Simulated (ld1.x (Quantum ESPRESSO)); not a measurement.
**Which change was made? (Yb, TM semilocal)**

- Element: ytterbium
- Generator: ld1.x (Quantum ESPRESSO) 7.5
- Type: norm-conserving Troullier–Martins (semilocal form)
- Functional: PBE
- Relativity: scalar-relativistic
- Frozen core: [Kr] 4d10
- Valence charge: 24
- Reference configuration: 4f14 5s2 5p6 5d0 6s2 6p0
- Partial waves: 5s (bound): rc 1.30 bohr; 5p (bound): rc 2.45 bohr; 5d (bound, empty): rc 3.15 bohr; 4f (bound): rc 1.25 bohr
- Local potential: the f channel
- Core correction: none

Occupied shells without a wave of their own: 6s. They enter only through the test configuration that unscreens the potential.

Cutoffs, loose and tight: the cutoffs (Ry, on a coarse ladder) from which the occupation-weighted sum of valence levels, in a spherical-Bessel basis at the reference potential, stays within 10 and 1 mRy of its value at 400 Ry. They do not see the model core or the augmentation charge, which bear on the density cutoff. Test errors are all-electron minus pseudo excitation energies from the reference, over the configurations 4f14 5s2 5p6 5d0 6s1 6p0; 4f14 5s2 5p6 5d0 6s0 6p0; 4f13 5s2 5p6 5d0 6s0 6p0; 4f14 5s1 5p6 5d0 6s2 6p0; 4f12 5s2 5p6 5d0 6s0 6p0; 4f14 5s2 5p5 5d0 6s2 6p0; 4f14 5s2 5p6 5d1 6s0 6p0; variants that change the core or the reference have their own tests.

The base gives: outcome: generated; cutoff, loose: 300 Ry; cutoff, tight: over 300 Ry; bound ghosts: none; largest test error (meV): -171.

**Question.** After one change the result is: outcome: generated, misses its reference levels by 0.44 eV; cutoff, loose: 300 Ry; cutoff, tight: over 300 Ry; bound ghosts: none; largest test error (meV): -3278. Which change was it?
A. wave 5s (bound): rc 1.30 bohr becomes 5s (bound): rc 1.92 bohr
B. wave 5s (bound): rc 1.30 bohr becomes 5s (bound): rc 1.74 bohr
C. wave 5s (bound): rc 1.30 bohr becomes 5s (bound): rc 1.38 bohr

**Answer.** B. The others give: wave 5s (bound): rc 1.30 bohr becomes 5s (bound): rc 1.38 bohr → outcome: generated; cutoff, loose: 300 Ry; cutoff, tight: over 300 Ry; bound ghosts: none; largest test error (meV): -367 | wave 5s (bound): rc 1.30 bohr becomes 5s (bound): rc 1.92 bohr → outcome: generated, misses its reference levels by 0.85 eV; cutoff, loose: 300 Ry; cutoff, tight: over 300 Ry; bound ghosts: none; largest test error (meV): -6669.
